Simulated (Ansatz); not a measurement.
Molecular dynamics of CH8AlBGe

Input:

```yaml
crystal:
  periodic: [false, false, false]
  atoms:
    - { symbol: C, position_ang: [-0.599858, 1.754241, -0.460913] }
    - { symbol: Ge, position_ang: [0.016788, 0.720913, 1.093315] }
    - { symbol: B, position_ang: [1.036536, -0.995637, 0.582152] }
    - { symbol: Al, position_ang: [0.280964, -2.33204, -0.941372] }
    - { symbol: H, position_ang: [0.25551, 2.17933, -1.005931] }
    - { symbol: H, position_ang: [-1.24512, 2.581479, -0.13204] }
    - { symbol: H, position_ang: [-1.171756, 1.111606, -1.145872] }
    - { symbol: H, position_ang: [-1.245286, 0.212427, 1.847286] }
    - { symbol: H, position_ang: [0.755928, 1.671203, 2.064279] }
    - { symbol: H, position_ang: [2.043148, -1.273286, 1.19952] }
    - { symbol: H, position_ang: [-1.047186, -1.974668, -1.75511] }
    - { symbol: H, position_ang: [0.997234, -3.710669, -1.311214] }
basis:
  gaussian: { orbitals: def2-SVP }
hamiltonian:
  xc: pbe0
md:
  timestep: 0.5
  n_steps: 200
  ensemble: nve
  temperature: 100.0
  initial_velocities: maxwell_boltzmann
  seed: 8849
```

Launched with:

```bash
$ ansatz run input.yaml --threads 2 --pin off --max-ram 3072MiB --backend cpu --events-out ev --progress --plain --runs-dir out
```

It starts at the highest image of a converged band, a first-order saddle point between two minima.

Output, in part (one step line in 4, the closing report, with atoms numbered from 0):

```
md step     0: t =     0.00 fs  T =   100.0 K  F+E_penalty+E_count = -64933.70366647 eV  E_kin = 0.129260 eV  conserved = -64933.57440647 eV  (26 SCF iters)
md step     4: t =     2.00 fs  T =    79.1 K  F+E_penalty+E_count = -64933.67616319 eV  E_kin = 0.102234 eV  conserved = -64933.57392956 eV  (24 SCF iters)
md step     8: t =     4.00 fs  T =    72.8 K  F+E_penalty+E_count = -64933.66813108 eV  E_kin = 0.094109 eV  conserved = -64933.57402204 eV  (25 SCF iters)
md step    12: t =     6.00 fs  T =    71.3 K  F+E_penalty+E_count = -64933.66646815 eV  E_kin = 0.092176 eV  conserved = -64933.57429233 eV  (25 SCF iters)
md step    16: t =     8.00 fs  T =    45.9 K  F+E_penalty+E_count = -64933.63313111 eV  E_kin = 0.059337 eV  conserved = -64933.57379451 eV  (24 SCF iters)
md step    20: t =    10.00 fs  T =    53.5 K  F+E_penalty+E_count = -64933.64337078 eV  E_kin = 0.069112 eV  conserved = -64933.57425901 eV  (25 SCF iters)
md step    24: t =    12.00 fs  T =    43.2 K  F+E_penalty+E_count = -64933.62988708 eV  E_kin = 0.055873 eV  conserved = -64933.57401366 eV  (25 SCF iters)
md step    28: t =    14.00 fs  T =    40.7 K  F+E_penalty+E_count = -64933.62646318 eV  E_kin = 0.052577 eV  conserved = -64933.57388609 eV  (25 SCF iters)
md step    32: t =    16.00 fs  T =    62.6 K  F+E_penalty+E_count = -64933.65527901 eV  E_kin = 0.080972 eV  conserved = -64933.57430680 eV  (25 SCF iters)
md step    36: t =    18.00 fs  T =    57.0 K  F+E_penalty+E_count = -64933.64753330 eV  E_kin = 0.073633 eV  conserved = -64933.57390040 eV  (24 SCF iters)
md step    40: t =    20.00 fs  T =    72.3 K  F+E_penalty+E_count = -64933.66755972 eV  E_kin = 0.093437 eV  conserved = -64933.57412313 eV  (24 SCF iters)
md step    44: t =    22.00 fs  T =    83.9 K  F+E_penalty+E_count = -64933.68266251 eV  E_kin = 0.108466 eV  conserved = -64933.57419607 eV  (25 SCF iters)
md step    48: t =    24.00 fs  T =    78.2 K  F+E_penalty+E_count = -64933.67500050 eV  E_kin = 0.101106 eV  conserved = -64933.57389435 eV  (24 SCF iters)
md step    52: t =    26.00 fs  T =    93.2 K  F+E_penalty+E_count = -64933.69470171 eV  E_kin = 0.120462 eV  conserved = -64933.57424018 eV  (25 SCF iters)
md step    56: t =    28.00 fs  T =    86.0 K  F+E_penalty+E_count = -64933.68520024 eV  E_kin = 0.111166 eV  conserved = -64933.57403394 eV  (25 SCF iters)
md step    60: t =    30.00 fs  T =    87.0 K  F+E_penalty+E_count = -64933.68635411 eV  E_kin = 0.112417 eV  conserved = -64933.57393688 eV  (25 SCF iters)
md step    64: t =    32.00 fs  T =   105.8 K  F+E_penalty+E_count = -64933.71101055 eV  E_kin = 0.136716 eV  conserved = -64933.57429477 eV  (25 SCF iters)
md step    68: t =    34.00 fs  T =    98.7 K  F+E_penalty+E_count = -64933.70149685 eV  E_kin = 0.127599 eV  conserved = -64933.57389813 eV  (24 SCF iters)
md step    72: t =    36.00 fs  T =   112.8 K  F+E_penalty+E_count = -64933.71991275 eV  E_kin = 0.145810 eV  conserved = -64933.57410310 eV  (25 SCF iters)
md step    76: t =    38.00 fs  T =   122.5 K  F+E_penalty+E_count = -64933.73255795 eV  E_kin = 0.158355 eV  conserved = -64933.57420292 eV  (25 SCF iters)
md step    80: t =    40.00 fs  T =   118.1 K  F+E_penalty+E_count = -64933.72651225 eV  E_kin = 0.152616 eV  conserved = -64933.57389602 eV  (25 SCF iters)
md step    84: t =    42.00 fs  T =   132.9 K  F+E_penalty+E_count = -64933.74604417 eV  E_kin = 0.171770 eV  conserved = -64933.57427440 eV  (24 SCF iters)
md step    88: t =    44.00 fs  T =   126.8 K  F+E_penalty+E_count = -64933.73792338 eV  E_kin = 0.163950 eV  conserved = -64933.57397298 eV  (25 SCF iters)
md step    92: t =    46.00 fs  T =   132.3 K  F+E_penalty+E_count = -64933.74507680 eV  E_kin = 0.171036 eV  conserved = -64933.57404090 eV  (24 SCF iters)
md step    96: t =    48.00 fs  T =   143.7 K  F+E_penalty+E_count = -64933.75991758 eV  E_kin = 0.185716 eV  conserved = -64933.57420109 eV  (25 SCF iters)
md step   100: t =    50.00 fs  T =   142.1 K  F+E_penalty+E_count = -64933.75757447 eV  E_kin = 0.183667 eV  conserved = -64933.57390758 eV  (25 SCF iters)
md step   104: t =    52.00 fs  T =   161.4 K  F+E_penalty+E_count = -64933.78284278 eV  E_kin = 0.208646 eV  conserved = -64933.57419725 eV  (25 SCF iters)
md step   108: t =    54.00 fs  T =   170.5 K  F+E_penalty+E_count = -64933.79445152 eV  E_kin = 0.220409 eV  conserved = -64933.57404275 eV  (25 SCF iters)
md step   112: t =    56.00 fs  T =   181.8 K  F+E_penalty+E_count = -64933.80908787 eV  E_kin = 0.235049 eV  conserved = -64933.57403906 eV  (23 SCF iters)
md step   116: t =    58.00 fs  T =   197.6 K  F+E_penalty+E_count = -64933.82958298 eV  E_kin = 0.255375 eV  conserved = -64933.57420832 eV  (24 SCF iters)
md step   120: t =    60.00 fs  T =   194.8 K  F+E_penalty+E_count = -64933.82582817 eV  E_kin = 0.251830 eV  conserved = -64933.57399797 eV  (25 SCF iters)
md step   124: t =    62.00 fs  T =   200.8 K  F+E_penalty+E_count = -64933.83371700 eV  E_kin = 0.259568 eV  conserved = -64933.57414891 eV  (23 SCF iters)
md step   128: t =    64.00 fs  T =   198.4 K  F+E_penalty+E_count = -64933.83063925 eV  E_kin = 0.256507 eV  conserved = -64933.57413187 eV  (23 SCF iters)
md step   132: t =    66.00 fs  T =   189.1 K  F+E_penalty+E_count = -64933.81847976 eV  E_kin = 0.244487 eV  conserved = -64933.57399255 eV  (26 SCF iters)
md step   136: t =    68.00 fs  T =   192.3 K  F+E_penalty+E_count = -64933.82275757 eV  E_kin = 0.248617 eV  conserved = -64933.57414093 eV  (24 SCF iters)
md step   140: t =    70.00 fs  T =   187.3 K  F+E_penalty+E_count = -64933.81620597 eV  E_kin = 0.242156 eV  conserved = -64933.57405041 eV  (24 SCF iters)
md step   144: t =    72.00 fs  T =   185.8 K  F+E_penalty+E_count = -64933.81422051 eV  E_kin = 0.240148 eV  conserved = -64933.57407266 eV  (24 SCF iters)
md step   148: t =    74.00 fs  T =   182.8 K  F+E_penalty+E_count = -64933.81041425 eV  E_kin = 0.236285 eV  conserved = -64933.57412887 eV  (24 SCF iters)
md step   152: t =    76.00 fs  T =   175.7 K  F+E_penalty+E_count = -64933.80113721 eV  E_kin = 0.227170 eV  conserved = -64933.57396755 eV  (23 SCF iters)
md step   156: t =    78.00 fs  T =   181.6 K  F+E_penalty+E_count = -64933.80887352 eV  E_kin = 0.234696 eV  conserved = -64933.57417729 eV  (24 SCF iters)
md step   160: t =    80.00 fs  T =   173.9 K  F+E_penalty+E_count = -64933.79887339 eV  E_kin = 0.224828 eV  conserved = -64933.57404574 eV  (24 SCF iters)
md step   164: t =    82.00 fs  T =   169.9 K  F+E_penalty+E_count = -64933.79359379 eV  E_kin = 0.219560 eV  conserved = -64933.57403389 eV  (25 SCF iters)
md step   168: t =    84.00 fs  T =   168.7 K  F+E_penalty+E_count = -64933.79230879 eV  E_kin = 0.218096 eV  conserved = -64933.57421306 eV  (25 SCF iters)
md step   172: t =    86.00 fs  T =   154.3 K  F+E_penalty+E_count = -64933.77343672 eV  E_kin = 0.199492 eV  conserved = -64933.57394441 eV  (24 SCF iters)
md step   176: t =    88.00 fs  T =   153.8 K  F+E_penalty+E_count = -64933.77303129 eV  E_kin = 0.198827 eV  conserved = -64933.57420408 eV  (26 SCF iters)
md step   180: t =    90.00 fs  T =   138.1 K  F+E_penalty+E_count = -64933.75260657 eV  E_kin = 0.178550 eV  conserved = -64933.57405629 eV  (25 SCF iters)
md step   184: t =    92.00 fs  T =   124.0 K  F+E_penalty+E_count = -64933.73424026 eV  E_kin = 0.160271 eV  conserved = -64933.57396960 eV  (25 SCF iters)
md step   188: t =    94.00 fs  T =   121.1 K  F+E_penalty+E_count = -64933.73085518 eV  E_kin = 0.156596 eV  conserved = -64933.57425963 eV  (25 SCF iters)
md step   192: t =    96.00 fs  T =    97.4 K  F+E_penalty+E_count = -64933.69987891 eV  E_kin = 0.125944 eV  conserved = -64933.57393502 eV  (25 SCF iters)
md step   196: t =    98.00 fs  T =    89.1 K  F+E_penalty+E_count = -64933.68925170 eV  E_kin = 0.115123 eV  conserved = -64933.57412898 eV  (25 SCF iters)
md step   200: t =   100.00 fs  T =    78.3 K  F+E_penalty+E_count = -64933.67528731 eV  E_kin = 0.101210 eV  conserved = -64933.57407756 eV  (27 SCF iters)
Total energy: -64933.67532358 eV, -2386.2685545155 hartree
Atom 0 at    -0.595755     1.825767    -0.348504 Å, force     0.236423     0.675443    -0.721749 eV/Å
Atom 1 at    -0.008120     0.698280     1.106619 Å, force     0.394274     0.048194     0.811547 eV/Å
Atom 2 at     1.128805    -0.789443     0.265993 Å, force     0.242096    -0.204943    -0.216375 eV/Å
Atom 3 at     0.289772    -2.394625    -0.913584 Å, force     0.198931    -0.112874     0.382765 eV/Å
Atom 4 at     0.318097     2.235402    -0.853753 Å, force    -0.583941    -0.221807     0.238494 eV/Å
Atom 5 at    -1.181354     2.688668     0.025090 Å, force     0.031832    -0.291137    -0.171854 eV/Å
Atom 6 at    -1.172145     1.248708    -1.094544 Å, force    -0.011089     0.237765     0.131147 eV/Å
Atom 7 at    -1.192282     0.135941     1.927442 Å, force    -0.091043    -0.042837    -0.143250 eV/Å
Atom 8 at     0.750375     1.627154     2.112604 Å, force    -0.051441    -0.178303    -0.179550 eV/Å
Atom 9 at     2.337937    -0.750417     0.453726 Å, force    -0.235891    -0.062409     0.047403 eV/Å
Atom 10 at     1.025377    -3.064637    -2.178760 Å, force    -0.214923     0.166722     0.027538 eV/Å
Atom 11 at    -1.023018    -3.080932    -0.282162 Å, force     0.084771    -0.013814    -0.206115 eV/Å
Dipole moment:     0.019518     0.123624    -0.164148 e Å
```

All steps were run. The conserved energy stayed within 0.051 meV per atom of its start (net change 0.027 meV per atom), so the integration is sound. The system heated up, since it started high on the potential surface and ran downhill. A run of 0.1 ps of so small a system gives no equilibrium averages. The orbitals stay closed-shell, which can raise the energy where a bond breaks towards radicals; this wasn't checked here.

The step under study would form Al4–H10 and break B3–H10. These pairs go: Al4–H10 2.97 → 2.96 Å, B3–H10 1.21 → 1.22 Å. In the last frame they stand as before the step (other bonds may differ from the relaxed reactants and products). It ends as one piece, CH8AlBGe. Pairs count as bonded within 1.25 times the sum of covalent radii (0.12 Å more for H–H).

Last frame:

```xyz
12
Properties=species:S:1:pos:R:3
C -0.596 1.826 -0.348
Ge -0.008 0.698 1.107
B 1.129 -0.789 0.266
Al 0.290 -2.395 -0.914
H 0.318 2.235 -0.854
H -1.181 2.689 0.025
H -1.172 1.249 -1.095
H -1.192 0.136 1.927
H 0.750 1.627 2.113
H 2.338 -0.750 0.454
H 1.025 -3.065 -2.179
H -1.023 -3.081 -0.282
```

Run time: 12 min on 2 threads of Arm Neoverse V1, with other jobs on the host, peak memory 0.29 GiB.
